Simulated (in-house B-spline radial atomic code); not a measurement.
A calculation on Yb3+ (with a hole in an inner shell): its settings, and results tabulated from the run. Computed with an all-electron radial atomic-structure program (B-spline basis): Dirac-Hartree-Fock, average of the jj configuration, Fermi nucleus of rms radius 5.3108 fm.

In the input, a minus or plus after the letter marks the j = l - 1/2 or j = l + 1/2 subshell.

Command:
```bash
python run_scf.py task.json out
```
Settings (nuclear radius in fm, mass in u):
```
Z                70
configuration    1s2 2s2 2p6 3s2 3p6 3d10 4s2 4p6 4d-3 4d+6 4f-6 4f+7 5s2 5p6 6s1
hamiltonian      dirac
method           hf
spin_polarised   False
nucleus          fermi
rms_radius       5.3108
atomic_mass      173.93887
speed_of_light   137.035999084
```

Output (hartree, bohr):
```
 radial grid: 77 intervals, B-splines of order 8, outer radius 51.8919 bohr

 iter        energy (Eh)    residual
    1      -14056.081345    6.18e-01
    2      -14056.459170    3.08e-01
    3      -14058.614471    2.76e-02
    4      -14058.622038    9.85e-03
    5      -14058.623208    1.54e-03
    6      -14058.623232    1.59e-03
    7      -14058.623291    2.07e-04
    8      -14058.623292    2.75e-05
    9      -14058.623292    1.77e-06
   10      -14058.623292    3.00e-07

 total energy                    -14058.62329
 kinetic                           15612.2175
 electron-nucleus                 -34805.7604
 electron-electron                  5134.9196

 first-order corrections (not in the total)
   Gaunt                            15.8117
   retardation                      -1.6709
   frequency dependence             -0.2509
   self-energy                      11.3377
   Uehling                          -2.0026
   Wichmann-Kroll                    0.0730
   recoil                            0.0279

 orbital      occ     eigenvalue          <r>       <r^2>       <1/r>       r_max    small
 1s1/2      2.000     -2269.6387    0.0196597  0.00052987     80.6113     0.01237  6.90e-02
 2s1/2      2.000      -390.9008    0.0826813  0.00814071     19.4823      0.0707  1.55e-02
 2p1/2      2.000      -372.0504    0.0687968  0.00587289       19.41     0.05303  1.55e-02
 2p3/2      4.000      -333.5096     0.076256  0.00708006     16.6809     0.05941  1.42e-02
 3s1/2      2.000       -91.6444     0.215611   0.0532852     7.15788      0.1992  5.06e-03
 3p1/2      2.000       -83.3613     0.205769   0.0493119     7.05956      0.1874  4.99e-03
 3p3/2      4.000       -75.0286     0.219581   0.0559598     6.36408      0.2004  4.61e-03
 3d3/2      4.000       -61.1156     0.193701   0.0441303     6.22677      0.1582  4.46e-03
 3d5/2      6.000       -59.3376     0.197671   0.0458015     6.06595      0.1618  4.36e-03
 4s1/2      2.000       -20.4938     0.486969    0.267679     2.97559      0.4551  1.61e-03
 4p1/2      2.000       -17.0037     0.495413    0.279326     2.86283      0.4571  1.52e-03
 4p3/2      4.000       -15.1860     0.525322     0.31386     2.63596      0.4842  1.40e-03
 4d3/2      3.000        -9.6099     0.550267    0.351399     2.41721      0.4859  1.21e-03
 4d5/2      6.000        -9.2154     0.561284    0.365212     2.35418      0.4948  1.17e-03
 4f5/2      6.000        -2.2491     0.678138    0.578364     1.87477      0.4766  7.87e-04
 4f7/2      7.000        -2.2572     0.682307    0.584192     1.85875      0.4816  7.76e-04
 5s1/2      2.000        -3.9186        1.179     1.55911     1.12612        1.06  3.33e-04
 5p1/2      2.000        -2.8189      1.29583     1.89526     1.01393       1.142  2.77e-04
 5p3/2      4.000        -2.5396      1.38405     2.16099    0.936681       1.217  2.44e-04
 6s1/2      1.000        -1.0819      2.88795     9.25559    0.437196        2.65  6.18e-05
```

Time taken, with all properties: 1.5 s on 1 thread of Arm Neoverse V1, with other jobs on the host.

For the Dirac Hamiltonian the kinetic term is c α·p + (β - 1)c².
